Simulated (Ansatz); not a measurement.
Two members of one family (Hf oxide hydroxide), computed with Ansatz in the gas phase; def2 core potentials for Hf, no spin–orbit coupling. A negative affinity means that the extra electron isn't bound at that geometry and level; within about 0.2 eV of zero the sign isn't settled. Binding counts from free atoms in the multiplicity of their measured ground term, without zero-point energy. A dash marks a value that wasn't run or was left out as unsound. The structures are stationary points that may keep the symmetry of their start. Remarks come from the PBE and PBE0 runs and from stability tests at other levels; not every state was tested. A HOMO above zero means that the electron is unbound at that level and held by the basis, or that self-interaction error raises the level; the energy of removing that electron tells which. HOMO above LUMO (over both spins in singlets and doublets, within one spin in higher multiplets; at PBE or PBE0), or a gap under 0.15 eV within one spin, warns that the state may not be the lowest or that an electron is smeared out.

First: HfO4H4 (with an O–O bond) (singlet, charge 0, r2SCAN-D4/def2-SVP geometry).

```xyz
9

Hf   -0.034   -0.377   -0.058
O    -1.527    1.027    0.979
O     0.394    0.861   -1.482
O    -0.320    0.584    1.718
O     1.354   -1.664    0.271
H    -1.366    1.983    0.879
H     0.908    1.285   -2.170
H    -1.470   -1.427   -0.615
H     2.062   -2.274    0.476
```

| level | HOMO (eV) | LUMO (eV) | gap (eV) | vertical EA (eV) | binding per atom (eV) |
| --- | --- | --- | --- | --- | --- |
| PBE-D4/def2-TZVPD | -6.30 | -2.10 | 4.20 | -0.25 | 4.11 |
| r2SCAN-D4/def2-TZVP | -6.56 | -1.58 | 4.97 | – | 4.02 |
| r2SCANh-D4/def2-TZVP | -7.09 | -1.04 | 6.05 | – | 3.95 |
| PBE0-D4/def2-SVP | -7.54 | -0.45 | 7.09 | – | 3.92 |
| PBE0-D4/def2-TZVPD | -7.70 | -0.73 | 6.97 | -0.54 | 3.92 |

Metal–donor distances: 4 × O 1.92 to 2.30 Å, 1 × H 1.86 Å. Remarks: HOMO above zero (-1 doublet), gap within one spin near zero at PBE or PBE0 (-1 doublet).

Second: Hf2O5H2 (with an O–O bond) (singlet, charge 0, r2SCAN-D4/def2-SVP geometry).

```xyz
9

Hf    1.251    0.095    1.307
Hf   -1.303    0.063   -0.255
O     3.158    0.039    1.927
O     0.056    1.364    0.345
O    -1.622   -0.191   -2.152
O    -0.145   -1.200    0.724
O     2.951   -0.164    0.440
H    -1.482   -0.340   -3.089
H    -2.862    0.334    0.754
```

Task: Estimate how these quantities change from the first to the second (second minus first).

Result: 
```csv
level,Δ HOMO (eV),Δ LUMO (eV),Δ gap (eV),Δ vertical EA (eV),Δ binding per atom (eV)
PBE-D4/def2-TZVPD,0.56,-1.33,-1.89,1.56,0.95
r2SCAN-D4/def2-TZVP,0.63,-1.46,-2.08,–,0.92
r2SCANh-D4/def2-TZVP,0.58,-1.76,-2.34,–,0.88
PBE0-D4/def2-SVP,0.31,-2.19,-2.50,–,0.85
PBE0-D4/def2-TZVPD,0.48,-1.96,-2.43,1.88,0.86
```

Remarks: HOMO above zero (-1 doublet).
